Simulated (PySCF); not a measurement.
## Computed structure and properties of [Eu(H2CO)]2+

System: [Eu(H2CO)]2+ (singlet in the valence; each metal's 4f electrons, 7 of them, lie in its core potential, out of spins and levels); start: template (C2v). Method: PySCF 2.14.0, RKS PBE0, Eu lcecp-0-SVP with ECP53, O def2-SVP, C def2-SVP, H def2-SVP; non-relativistic Hamiltonian with scalar-relativistic core potentials where named; density fitting; no spin-orbit coupling.

Input of the relaxation:

```python
mol = gto.M(atom='''
Eu     0.00000     0.00000    -0.53378
O      0.00000     0.00000     2.11122
C      0.00000     0.00000     3.33122
H      0.94000    -0.00000     3.91122
H     -0.94000     0.00000     3.91122''',
    basis={'Eu': 'lcecp-0-SVP', 'O': 'def2-SVP', 'C': 'def2-SVP', 'H': 'def2-SVP'},
    ecp={'Eu': 'lcecp-0-SVP'},
    charge=2, spin=0)
mf = dft.RKS(mol, xc='PBE0')
mf.grids.atom_grid = (50, 194)  # f atoms: unpruned, at least (60, 302)
mf = mf.density_fit()  # fitting sets: Eu AutoAux, O def2-universal-JKFIT, C def2-universal-JKFIT, H def2-universal-JKFIT
mf.conv_tol = 1e-08; mf.max_cycle = 55
mf.kernel(dm0)  # dm0: converged density of the start geometry
# quasi-Newton relaxation in Cartesian coordinates to a largest gradient under 0.00045 Eh/bohr, steps kept in the point group
```

Run from Python with OMP_NUM_THREADS=2; the lines above give its settings. Where DIIS fails, smearing, a level shift and second-order steps follow.
It took 8.8 s on 2 threads of Arm Neoverse V2 (shared host), from the converged density of the start.

Course of the relaxation:

```csv
step,energy above end (eV),largest force component within the symmetry (eV/Å)
0,0.2305,1.407
1,0.1467,1.077
2,0.0511,1.243
3,0.0084,0.335
4,0.0005,0.085
5,0.0000,0.020
6,0.0000,0.006
```

Relaxed geometry (C2v):

```xyz
5

Eu    0.0000    0.0000   -0.2930
O     0.0000    0.0000    2.0523
C     0.0000    0.0000    3.2821
H     0.9543    0.0000    3.8449
H    -0.9543    0.0000    3.8449
```

```json
{"contact": "Eu1–O2 (H2CO)", "Å": "2.345"}
```

On the finer grid (75, 302):

* HOMO: not given (4f levels lie in the core)
* LUMO: not given (4f levels lie in the core)
* Dipole about the centre of mass: 2.13 D
* Set of Mulliken populations of Eu1 outside the core potential: s 2.03, p 6.03, d 0.17, f 0.01
* D3(BJ) dispersion energy (not in the energies): -0.063 eV

```tsv
atom	Mulliken (e)	Löwdin (e)	spin (e)
Eu1	1.75	1.65	0.00
O2	-0.40	-0.17	0.00
C3	0.30	0.36	0.00
H4	0.18	0.08	0.00
H5	0.18	0.08	0.00
```

The 4f levels lie in the core potential and are missing. Their spin isn't counted.

On the grid (50, 194), as all that follows. Harmonic modes: a minimum; lowest 176 cm⁻¹ (negative: unstable), highest 3183 cm⁻¹, zero-point energy 0.784 eV.

Taking off one H2CO (charge 0, singlet; the rest: singlet) in vacuum, both parts rigid, costs 2.62 eV; the small basis without counterpoise inflates it. Parting with an electron moved from the ligand to the metal can be far cheaper, even downhill.

Rigid scan of H2CO along the line from its metal:

| distance to O2 (Å) | energy (eV) |
| --- | --- |
| 2.05 | 0.571 |
| 2.15 | 0.216 |
| 2.25 | 0.046 |
| 2.35 | 0.000 |
| 2.45 | 0.034 |
| 2.55 | 0.117 |
| 2.75 | 0.356 |

One start shape was tried, so this needn't be the lowest isomer.

An lcecp potential fixes the number of 4f electrons, so in runs with it no electron can move into or out of that shell.
